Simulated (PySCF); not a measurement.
Isomers C2H11NO2Si3:

A. `C=CO[Si@](O)([SiH3])N[SiH3]`
B. `C=N[SiH2][Si@@H](OC)O[SiH3]`
C. SMILES N([SiH2]OC(C)=O)([SiH3])[SiH3]

Spectrum 1. 13C{1H} NMR (computed): δ 153.7 (CH), 101.4 (CH2).

Spectrum 2. 13C{1H} NMR (computed): δ 177.0 (C), 24.0 (CH3).

Spectrum 3. 13C{1H} NMR (computed): δ 172.2 (CH2), 53.0 (CH3).

Single conformer, relativity neglected, no solvent, fast rotation and ring inversion assumed for equivalent nuclei. Coordinates at the GFN2-xTB level; GIAO PBE0/pcSseg-1 shieldings; PySCF 2.14.

Chemical shifts δ = σref − σ; 13C (186.93 ppm) vs TMS, all at this level. Shifts are as computed. Against solution values, carbons near 30 ppm lie about +3 ppm off and those near 130 ppm about +5 ppm. Of 1211 compounds with measured shifts, 218 miss one by over three times the rms of a fit or turn the order of signals round; such compounds aren't used in these exercises.

Which spectrum belongs to which compound?

Answers

1–A, 2–C, 3–B.

- Spectrum 1 (A): 2 13C signals; δC 153.7 is an alkene carbon bearing oxygen; δC 101.4 is a β carbon of an enol-ether or enamine type C=C.
- Spectrum 2 (C): 2 13C signals; δC 24.0 is a methyl carbon α to a carbonyl; δC 177.0 is a carbonyl carbon.
- Spectrum 3 (B): 2 13C signals; δC 53.0 is a methyl carbon bonded to O; δC 172.2 is a C=N carbon.
